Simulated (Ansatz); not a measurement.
Geometry optimisation, RKS PBE-D4/def2-SVP (Ansatz).

Input:

```yaml
crystal:
  periodic: [false, false, false]
  atoms:
    - { symbol: O, position_ang: [-0.1369, 1.9121, -0.2853] }
    - { symbol: C, position_ang: [-0.159, 0.8013, -0.6941] }
    - { symbol: Al, position_ang: [0.0832, -0.6657, 0.5693] }
    - { symbol: F, position_ang: [0.2344, -2.359, -0.0059] }
    - { symbol: H, position_ang: [-0.2761, 0.5829, -1.7668] }
    - { symbol: H, position_ang: [0.2966, -0.3357, 2.1368] }
basis:
  gaussian: { orbitals: def2-SVP }
hamiltonian:
  xc: pbe
  dispersion: d4
relax:
  f_tol: 0.015
  max_steps: 40
```

Launched with:

```bash
$ ansatz run input.yaml --threads 1 --pin off --max-ram 2048MiB --backend cpu --events-out ev --progress --plain --runs-dir out
```

**Question.** Where does it end, and by what steps?

**Answer.** The forces met the threshold. After 6 steps the energy has fallen by 0.318 eV; H5 moved furthest, 0.12 Å.

| step | energy less start (eV) | largest force component (eV/Å) | accepted |
| --- | --- | --- | --- |
| 0 | 0.0000 | 3.403 | yes |
| 1 | -0.2565 | 1.623 | yes |
| 2 | -0.2103 | 1.337 | no |
| 3 | -0.3103 | 0.364 | yes |
| 4 | -0.3177 | 0.095 | yes |
| 5 | -0.3179 | 0.024 | yes |
| 6 | -0.3179 | 0.012 | yes |

```xyz
6
Properties=species:S:1:pos:R:3
O -0.168 1.912 -0.261
C -0.149 0.786 -0.741
Al 0.137 -0.715 0.598
F 0.208 -2.312 0.078
H -0.286 0.655 -1.865
H 0.300 -0.390 2.145
```

The run took 4.6 s on 1 thread of AMD EPYC 9R45 96-Core Processor (Zen 5) (shared host), peak memory 0.17 GiB.
